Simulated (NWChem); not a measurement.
Species: MgH2SeO; SMILES [OH][Mg][SeH]

```xyz
5

Mg     0.0156    -1.2169     0.0000
O      0.0131    -2.9751     0.0000
H      0.0200    -3.9258     0.0000
Se     0.0332     1.2091     0.0000
H     -1.4401     1.2201     0.0000
```
Atoms are numbered in this order, from 1.

All runs: NWChem. Geometry: optimised at PBE0/def2-SVP. Ions are spin-unrestricted doublets at the neutral geometry; other ion states weren't tried. Functional: LC-ωPBE (HJS hole) with def2-SVP; the question gives the range parameter ω in 1/bohr.

Task: Estimate the computed values for range parameter (1/bohr) 0.30. Quantities: vertical ionisation energy, ΔSCF (eV); −ε(HOMO) (eV).

Result: 
```yaml
vertical ionisation energy, ΔSCF (eV): 9.15
"−ε(HOMO) (eV)": 8.86
```
